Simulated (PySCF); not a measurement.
H2Zn, triplet, at a GFN2-xTB geometry (such geometries of metal compounds can be far from the true shape) (a higher spin typed on purpose: for a closed-shell molecule this is an excited state); BLYP/6-31G in PySCF.

The PySCF input:
```python
from pyscf import gto, scf, dft

mol = gto.Mole()
mol.atom = '''
    Zn    0.00700298    0.00572522    0.09593080
    H     0.06721488   -1.18648772   -1.38585186
    H    -0.27730424    1.01473107   -1.49207223
'''
mol.basis = '6-31g'
mol.spin = 2
mol.verbose = 5
mol.build()

mf = dft.ROKS(mol)
mf.xc = 'blyp'
mf.kernel()
```

What the program printed (banner, timings and long lists left out):

```
PySCF version 2.14.0

[INPUT] verbose = 5
[INPUT] max_memory = 4000
[INPUT] num. atoms = 3
[INPUT] num. electrons = 32
[INPUT] charge = 0
[INPUT] spin (= nelec alpha-beta = 2S) = 2
[INPUT] symmetry False subgroup None
[INPUT] Mole.unit = angstrom
[INPUT] Symbol           X                Y                Z      unit          X                Y                Z       unit  Magmom
[...]
[INPUT] ---------------- BASIS SET ----------------
[INPUT] l, kappa, [nprim/nctr], expnt,             c_1 c_2 ...
[INPUT] H
[...]
                                2.8253937         0.23472695
                                0.6401217         0.81375733
[...]
[INPUT] Zn
[...]
                                12372.55          0.01335966
                                2818.351          0.06594365
                                794.5717          0.2294151
                                254.7232          0.4785453
                                87.1388           0.3537753
[...]
                                412.7149          0.03150177
                                133.678           0.1272774
                                50.38585          -0.02145928
                                20.58358          -0.6197652
                                8.50594           -0.459018
[...]
                                23.62082          0.07505253
                                10.18471          0.2533111
                                4.334082          -0.2881897
                                1.810918          -0.7267052
                                0.714841          -0.2133439
[...]
                                1.039543          0.2592793
                                0.143264          -1.115711
[...]
                                412.7149          0.03113411
                                133.678           0.1363931
                                50.38585          0.3501266
                                20.58358          0.4623179
                                8.50594           0.2004995
[...]
                                23.62082          -0.02997982
                                10.18471          0.07082411
                                4.334082          0.4046141
                                1.810918          0.4882325
                                0.714841          0.175197
[...]
                                1.039543          0.08379327
                                0.143264          0.9840547
[...]
                                9.061106          0.400298
                                2.738383          0.6896608
[...]
nuclear repulsion = 16.9234427525158
number of shells = 15
number of NR pGTOs = 98
number of NR cGTOs = 31
basis = 6-31g
ecp = {}

******** <class 'pyscf.dft.roks.ROKS'> ********
method = ROKS
initial guess = minao
damping factor = 0
level_shift factor = 0
DIIS = <class 'pyscf.scf.diis.CDIIS'>
diis_start_cycle = 1
diis_space = 8
diis_damp = 0
SCF conv_tol = 1e-09
SCF conv_tol_grad = None
SCF max_cycles = 50
direct_scf = True
direct_scf_tol = 1e-13
num. doubly occ = 15  num. singly occ = 2
XC library pyscf.dft.libxc version 7.1.2
    S. Lehtola, C. Steigemann, M. J. T. Oliveira, and M. A. L. Marques,  SoftwareX 7, 1–5 (2018)
XC functionals = blyp
    A. D. Becke,  Phys. Rev. A 38, 3098 (1988)
    C. Lee, W. Yang, and R. G. Parr,  Phys. Rev. B 37, 785 (1988)
    B. Miehlich, A. Savin, H. Stoll, and H. Preuss,  Chem. Phys. Lett. 157, 200 (1989)
radial grids:
    Treutler-Ahlrichs [JCP 102, 346 (1995); DOI:10.1063/1.469408] (M4) radial grids

becke partition: Becke, JCP 88, 2547 (1988); DOI:10.1063/1.454033
pruning grids: <function nwchem_prune>
grids dens level: 3
symmetrized grids: False
atomic radii adjust function: <function treutler_atomic_radii_adjust>
small_rho_cutoff = 0
Set gradient conv threshold to 3.16228e-05
atom Zn rad-grids = 90, ang-grids = [ 50  50  50  50  50  50  50  50  50  50  50  50  50  50  50  50  50  50
[...]
  9.64237825e-02  1.69171466e-01  1.77620737e-01  1.80808720e-01
  8.60042041e-01  8.90262728e-01  1.97613092e+00  1.97690920e+00
  1.97751183e+00  2.01283307e+00  2.01613091e+00]
nelec by numeric integration = [16.99999983 14.99999998]
E1 = -2516.668965376489  E2 = 719.5872092538277  Ecoul = 791.4441204988984  Exc = -71.8569112450707
cycle= 7 E= -1780.15831337015  delta_E= -1.04e-07  |g|= 4.52e-05  |ddm|= 0.000695
[...]
                  Roothaan           | alpha              | beta
  Highest 2-occ = -0.307838948037021 | -0.325658842667287 | -0.290030666135394
  Lowest 0-occ =  -0.0483916874534231 | -0.0546541590545992 | -0.0421263069488101
  1-occ =         -0.192119391210307 | -0.227639872825877 | -0.156624243963926
  1-occ =         -0.142706010002313 | -0.166711167650979 | -0.118698305630672
  Roothaan mo_energy =
[-3.45784862e+02 -4.16562505e+01 -3.67400332e+01 -3.67399040e+01
 -3.67393340e+01 -4.56270696e+00 -2.99960267e+00 -2.99915269e+00
 -2.99900758e+00 -3.50580506e-01 -3.49875817e-01 -3.39630802e-01
 -3.39443815e-01 -3.38956008e-01 -3.07838948e-01 -1.92119391e-01
 -1.42706010e-01 -4.83916875e-02  1.73499627e-02  7.89909107e-02
  9.64233231e-02  1.69178813e-01  1.77627388e-01  1.80815666e-01
  8.60039489e-01  8.90258565e-01  1.97614817e+00  1.97692506e+00
  1.97752696e+00  2.01284769e+00  2.01614494e+00]
nelec by numeric integration = [16.99999983 14.99999998]
E1 = -2516.6686864120443  E2 = 719.5869302867059  Ecoul = 791.4438472407084  Exc = -71.85691695400246
cycle= 8 E= -1780.15831337282  delta_E= -2.68e-09  |g|= 8.63e-06  |ddm|= 0.000155
[...]
                  Roothaan           | alpha              | beta
  Highest 2-occ = -0.307839998109517 | -0.325655929236523 | -0.290026766657192
  Lowest 0-occ =  -0.0483925084748895 | -0.0546569635785491 | -0.0421292516305577
  1-occ =         -0.192120873638383 |  -0.22763086653698 | -0.156612586845549
  1-occ =         -0.142707922766686 | -0.166714846916342 | -0.118702870902646
  Roothaan mo_energy =
[-3.45784865e+02 -4.16562534e+01 -3.67400361e+01 -3.67399069e+01
 -3.67393369e+01 -4.56270941e+00 -2.99960502e+00 -2.99915536e+00
 -2.99900981e+00 -3.50582963e-01 -3.49877973e-01 -3.39632890e-01
 -3.39446075e-01 -3.38958356e-01 -3.07839998e-01 -1.92120874e-01
 -1.42707923e-01 -4.83925085e-02  1.73489240e-02  7.89895063e-02
  9.64227185e-02  1.69177931e-01  1.77626582e-01  1.80814255e-01
  8.60038253e-01  8.90256968e-01  1.97614649e+00  1.97692318e+00
  1.97752491e+00  2.01284563e+00  2.01614275e+00]
nelec by numeric integration = [16.99999983 14.99999998]
E1 = -2516.668818340699  E2 = 719.5870622153332  Ecoul = 791.4439864593764  Exc = -71.85692424404323
cycle= 9 E= -1780.15831337285  delta_E= -2.75e-11  |g|= 3.81e-07  |ddm|= 1.01e-05
[...]
                  Roothaan           | alpha              | beta
  Highest 2-occ = -0.307840145825622 |  -0.32565481337061 | -0.290025475970692
  Lowest 0-occ =  -0.0483926112397861 | -0.0546564383105563 | -0.0421287841690268
  1-occ =         -0.192121089292582 | -0.227630474317942 | -0.156611678855007
  1-occ =         -0.142708070461523 | -0.166714046129064 | -0.118702089658842
  Roothaan mo_energy =
[-3.45784865e+02 -4.16562533e+01 -3.67400361e+01 -3.67399069e+01
 -3.67393368e+01 -4.56270945e+00 -2.99960508e+00 -2.99915542e+00
 -2.99900985e+00 -3.50583026e-01 -3.49878054e-01 -3.39632952e-01
 -3.39446147e-01 -3.38958423e-01 -3.07840146e-01 -1.92121089e-01
 -1.42708070e-01 -4.83926112e-02  1.73488135e-02  7.89893959e-02
  9.64226319e-02  1.69177834e-01  1.77626486e-01  1.80814143e-01
  8.60038088e-01  8.90256766e-01  1.97614639e+00  1.97692306e+00
  1.97752479e+00  2.01284551e+00  2.01614263e+00]
nelec by numeric integration = [16.99999983 14.99999998]
E1 = -2516.668808363195  E2 = 719.5870522378285  Ecoul = 791.4439760518615  Exc = -71.85692381403298
Extra cycle  E= -1780.15831337285  delta_E= -2.27e-13  |g|= 6.61e-07  |ddm|= 8.79e-07
converged SCF energy = -1780.15831337285
```
